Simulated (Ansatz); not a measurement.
**A van 't Hoff estimate for CHCl2I + SbH3 ⇌ CH2ClI + SbH2Cl**

Gas-phase species: CHCl2I `ClC(Cl)I`, singlet; SbH3 (stibine) `[SbH3]`, singlet; CH2ClI (chloroiodomethane) `ClCI`, singlet; SbH2Cl `[Cl][SbH2]`, singlet. The partners trade Cl for H: C–Cl and Sb–H bonds give way to C–H and Sb–Cl.

The electronic reaction energy at CCSD(T)/def2-TZVPP is -136.4 kJ/mol. Shapes: PBE0-D4/def2-TZVP. Programs: Ansatz 0.2.0. Enthalpy and entropy come from rigid-rotor, harmonic-oscillator sums on unscaled PBE0-D4/def2-TZVP wavenumbers, ideal gases at 1 bar. Symmetry numbers: CHCl2I 1, SbH3 3, CH2ClI 1, SbH2Cl 1. R = 8.3145 J/(mol K).

```
T (K)  ΔH (kJ/mol)  ΔS (J/(mol K))
  600       -126.7           +13.3
  800       -127.6           +12.0
 1000            ?               ?
```

Problem. Work out ln K at 600 and 800 K, and from these estimate it at 1000 K.

Solution. 
1. 600 K: ΔG = -126.7 − 600 × (+13.3)/1000 = -134.7 kJ/mol; ln K = −ΔG/RT = +27.00.
2. 800 K: ΔG = -127.6 − 800 × (+12.0)/1000 = -137.2 kJ/mol; ln K = −ΔG/RT = +20.63.
3. Slope against 1000/T: (+20.63 − (+27.00))/(1.2500 − 1.6667) = +15.29, that is −ΔH/R with ΔH near -127 kJ/mol.
4. 1000 K: ln K = +27.00 + (+15.29) × (1.0000 − 1.6667) = +16.81.

The full sums give ΔH = -128.5 kJ/mol, ΔS = +11.0 J/(mol K), ΔG = -139.5 kJ/mol and ln K = +16.78 at 1000 K, so the line is off by +0.03 in ln K; without rounding the miss is +0.03, from the change of ΔH with temperature. The products are favoured over this whole range. An error of 10 kJ/mol in the energy moves ln K by 1.2 at 1000 K. Soft modes are treated as harmonic, which can err either way at these temperatures; the lowest are those of CHCl2I (187 cm⁻¹), CH2ClI (196 cm⁻¹). Other reactions of these species are left aside. For atoms past krypton def2 sets carry core potentials with scalar relativity. Outer-core shells of I, Sb are correlated, in sets that cover them unevenly.
